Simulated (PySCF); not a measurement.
Bonds broken one at a time in the series SiH2(OH)-X. Gas-phase values, no solvent. One relaxed conformer stands for each flexible species; it need not be the lowest. Strings in code marks are SMILES.

The four lowest singlet excitations (Tamm–Dancoff). The numbers are results of PySCF with PBE-D3(BJ)/def2-TZVP // PBE0-D4/def2-TZVP, not measurements. Excitations are Tamm–Dancoff values on a coarser integration grid. The basis has no diffuse functions, so Rydberg states are missing or too high.

```csv
state,energy (eV),wavelength (nm),oscillator strength
S1,5.79,214,0.008
S2,6.27,198,0.019
S3,6.38,194,0.058
S4,6.63,187,0.015
```

Question: Say which member gives these states.
A) `C=C[SiH2]O` (C–C–Si–O torsion 6°, C–Si–O–H torsion 73°)
B) `O[SiH2]Br` (H–O–Si–Br torsion 59°)
C) `O[SiH2][SiH3]` (H–O–Si–Si torsion 59°)
D) `O[SiH2]O` (H–O–Si–O torsion -66°, O–Si–O–H torsion -66°)

Answer: A, `C=C[SiH2]O` (C–C–Si–O torsion 6°, C–Si–O–H torsion 73°)
